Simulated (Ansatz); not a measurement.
A nudged elastic band was laid between two geometries of H₃SbTe (5 atoms, charge 0, multiplicity 1).

Method: RKS B3LYP/def2-mTZVP in Ansatz 0.2.0.

* movable images: 9
* climbing image: yes
* spring: 5.0 eV/Å²
* optimiser: quadratic models (default)
* start path: through a guess of the saddle point
* force threshold: 0.05 eV/Å
* iteration limit: 60
* end points: relaxed

Initial state:

```xyz
5
Properties=species:S:1:pos:R:3
Sb -0.760 -1.012 -0.537
Te 0.196 1.604 -1.006
H -1.210 -0.712 1.098
H 0.763 -1.630 -0.021
H 1.061 1.676 0.426
```

Final state:

```xyz
5
Properties=species:S:1:pos:R:3
Sb 0.029 -0.835 0.717
Te 0.193 1.473 -0.892
H -1.673 -0.995 0.503
H 0.299 -1.913 -0.600
H 1.202 2.197 0.231
```

(1) Which bonds break or form, and what moves?

(2) What energy profile does the band end with?

(3) What is the geometry of the highest image?

(4) What are the harmonic wavenumbers there?

Answers

(1) No bond is made or broken. The height of Sb1 over the plane of its neighbours goes from -1.06 to 1.08 Å.

(2) The run converged. The highest image is number 6 of 0 to 10, 2.03 eV above the first end and 2.06 eV above the last; the last end lies 0.04 eV below the first. A vibrational analysis at the climbing image gives one clearly imaginary mode, 1017i cm⁻¹: a first-order saddle point.

```tsv
image	path coordinate (Å)	energy (eV)	height of Sb1 over the plane of its neighbours (Å)
0	0.00	0.00	-1.06
1	0.26	0.03	-1.01
2	0.51	0.11	-0.94
3	0.77	0.28	-0.80
4	1.03	0.72	-0.56
5	1.28	1.51	-0.27
6	1.54	2.03	0.02
7	1.83	1.40	0.35
8	2.11	0.52	0.66
9	2.40	0.08	0.91
10	2.68	-0.04	1.08
```

(3) 
```xyz
5
Properties=species:S:1:pos:R:3:forces:R:3
Sb -0.347 -0.760 -0.017 -0.02 -0.02 -0.02
Te 0.287 1.674 -0.912 0.01 0.00 0.01
H -1.713 -1.045 0.901 0.01 0.00 0.01
H 0.561 -2.111 -0.391 0.00 0.00 0.01
H 1.261 2.168 0.378 0.00 0.02 0.00
```

(4) 1017i, 207, 378, 403, 624, 736, 1956, 2047, 2086 cm⁻¹.

Time of the run: 2.8 min on 1 thread of Intel(R) Xeon(R) 6975P-C (Granite Rapids), with other jobs on the host, peak memory 0.2 GiB.
